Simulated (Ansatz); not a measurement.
Reaction (hydrogenolysis of a C–B bond): `BC(Cl)BO` + H₂ → `OBCCl` + BH₃

Program: Ansatz. Geometries: PBE0-D4/def2-TZVP. ΔE: electronic, gas phase. CCSD(T)/CBS is the MP2 limit (def2-TZVPP, def2-QZVPP) plus CCSD(T) − MP2 in def2-TZVPP, frozen cores. This one scheme is used for every species. DFT in def2-TZVPP. Each species was taken in one conformer, which may not be the lowest.

`BC(Cl)BO`:

Z-matrix (Å, degrees):
```
C
Cl 1 1.796
B 1 1.590 2 111.4
B 1 1.541 2 115.6 3 -127.4
H 1 1.101 2 107.6 3 112.2
O 3 1.338 1 121.5 2 -5.7
H 3 1.195 1 119.7 2 173.6
H 4 1.196 1 117.4 2 -170.1
H 4 1.192 1 122.1 2 11.7
H 6 0.970 3 111.3 1 0.5
```

H₂:

```xyz
2

H     0.278   -0.026    0.247
H    -0.278    0.026   -0.247
```

`OBCCl`:

```xyz
8

O    -0.437   -0.184   -1.642
B     0.242   -0.599   -0.564
C     0.170    0.156    0.817
Cl   -0.899    1.592    0.763
H    -0.952    0.613   -1.446
H     0.924   -1.579   -0.667
H     1.158    0.499    1.132
H    -0.206   -0.499    1.606
```

BH₃:

Z-matrix (Å, degrees):
```
B
H 1 1.193
H 1 1.193 2 120.0
H 1 1.193 2 120.0 3 180.0
```

(1) Is it downhill or uphill in electronic energy at CCSD(T)/CBS, and by how much? (Estimate.)

(2) What do these levels give: r2SCAN-D4, PBE0, MP2/def2-TZVPP, CCSD/def2-TZVPP, SCS-MP2/def2-QZVPP, HF/CBS(def2)? (Best estimate.)

Largest T1 diagnostic among the species: 0.013.

Answers

(1) Ansatz gave: Uphill: ΔE = +3.0 kJ/mol.

(2) Ansatz gave: r2SCAN-D4 11.3, PBE0 2.6, MP2/def2-TZVPP 5.5, CCSD/def2-TZVPP -5.4, SCS-MP2/def2-QZVPP -1.8, HF/CBS(def2) -29.7 kJ/mol.

In def2-TZVPP, CCSD(T) changes the Hartree–Fock value by +30.4 kJ/mol (the triples alone add +6.0 kJ/mol) and MP2 by +35.3 kJ/mol. The D4 term adds +8.4 kJ/mol with B3LYP and +4.5 kJ/mol with PBE0; it sums over pairs of atoms, weighted by their polarisabilities, and B3LYP, whose exchange is more repulsive, gets the larger term.

B3LYP here is the variant with VWN-RPA as its local correlation; programs differ in this.
